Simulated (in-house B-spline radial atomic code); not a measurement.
Excitations of neutral ytterbium by several methods

Full response, energies in eV; labels give the largest channel, * marks a mixed state, a dash one above the method's threshold, and an imaginary frequency an unstable closed-shell reference. Computed with a B-spline radial code for spherical atoms: linear response of the closed shell [Xe] 4f14 6s2 with each method's own kernel (bare exchange for TDHF, static screening on G0W0 levels for BSE, the adiabatic kernel for functionals); scalar-relativistic (spin-free one-electron X2C), finite nucleus, no spin-orbit coupling, no double excitations, S, P, D and F terms only; shells from n = 4 respond. Only terms of natural parity with L up to 3 were computed.

Spin-orbit coupling is strong here, so these LS terms don't match observed levels.

```
           method  4f → 6p 3D  4f → 6p 1D  6s → 6p 3P  α (bohr³)
             TDHF           -           -       0.901      179.4
   BSE on G0W0@HF           -           -       2.479      131.3
         LDA VWN5       2.066       2.141       2.518      125.5
              PBE       1.859       1.946           -      137.9
             PBE0       3.547       3.635       1.965        148
  B3LYP (VWN-RPA)       3.176       3.251       2.336      134.4
        CAM-B3LYP       3.449      3.585*       2.266      136.2
          LC-wPBE       3.061       3.161       1.608      159.5
            wB97X           ?           ?           ?          ?
            HSE06       3.492       3.580       2.051      142.6
        BHandHLYP           -           -       2.180      144.9
             BLYP       1.781       1.854       2.461      128.4
           PBEsol           ?           ?           ?          ?
             BP86       1.894       1.993      2.287*      131.7
LDA exchange-only       1.323       1.401           -      138.1
            B97-1       3.300           -       2.429      142.2
             RPBE       1.802       1.899      1.881*      147.4
             OLYP           -       2.275       1.882      156.2
```

What does PBEsol give?

4f → 6p 3D: 1.926; 4f → 6p 1D: 2.018; 6s → 6p 3P: -; α: 135.5 (eV, bohr³).

What does wB97X give?

4f → 6p 3D: 3.266; 4f → 6p 1D: 3.367; 6s → 6p 3P: 2.792; α: 131.5 (eV, bohr³).

How do the methods fare for 6s → 6p 3P against experiment?

The measured term average is 2.339 eV (NIST). Among the methods with a real root, errors run from -1.44 eV (TDHF) to +0.45 eV (wB97X); B3LYP (VWN-RPA) is closest (-0.00 eV).
